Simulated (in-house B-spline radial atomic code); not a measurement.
Inner levels of tellurium as electrons are removed. A shift is the extra binding of the orbital against the neutral atom ([Kr] 4d10 5s2 5p4). The density at the nucleus is averaged over the nuclear charge. Computed with a B-spline radial code for spherical atoms: Dirac-Hartree-Fock, average of the configuration, finite nuclei.

```
 ion      configuration  shift of 2s1/2 (eV)  shift of 2p3/2 (eV)  shift of 4d5/2 (eV)  radius of 2s1/2 (bohr)  radius of 2p3/2 (bohr)  radius of 4d5/2 (bohr)  Σ<r²> (bohr²)  change of density at nucleus (bohr⁻³)
  Te  [Kr] 4d10 5s2 5p4                    0                    0                    0                 0.11926                 0.10645                 0.97327         62.588                                      -
 Te+  [Kr] 4d10 5s2 5p3               9.1074               9.1029                9.023                 0.11926                 0.10645                  0.9717         50.056                                  7.778
Te2+  [Kr] 4d10 5s2 5p2               19.555               19.547               19.291                 0.11926                 0.10645                 0.96914         40.664                                 16.996
Te3+  [Kr] 4d10 5s2 5p1               31.146               31.136               30.593                 0.11926                 0.10645                 0.96569         33.117                                 27.364
Te4+      [Kr] 4d10 5s2                    ?                    ?                    ?                       ?                       ?                       ?              ?                                      ?
Te5+      [Kr] 4d10 5s1                    ?                    ?                    ?                       ?                       ?                       ?              ?                                      ?
Te6+          [Kr] 4d10               73.952               74.109               71.842                 0.11926                 0.10645                 0.94795         18.302                                -99.951
Te7+           [Kr] 4d9               100.28               100.43                94.08                 0.11926                 0.10645                 0.92539         16.694                                -81.581
Te8+           [Kr] 4d8               128.03               128.18               117.17                 0.11926                 0.10644                 0.90496         15.234                                -61.033
```

(1) Fill in the row of Te4+.

(2) Fill in the row of Te5+.

## Answers

(1) shift of 2s1/2 (eV): 43.759; shift of 2p3/2 (eV): 43.748; shift of 4d5/2 (eV): 42.792; radius of 2s1/2 (bohr): 0.11926; radius of 2p3/2 (bohr): 0.10645; radius of 4d5/2 (bohr): 0.96147; Σ<r²> (bohr²): 26.804; change of density at nucleus (bohr⁻³): 38.742.

(2) shift of 2s1/2 (eV): 58.442; shift of 2p3/2 (eV): 58.508; shift of 4d5/2 (eV): 56.973; radius of 2s1/2 (bohr): 0.11926; radius of 2p3/2 (bohr): 0.10645; radius of 4d5/2 (bohr): 0.95491; Σ<r²> (bohr²): 22.303; change of density at nucleus (bohr⁻³): -24.686.
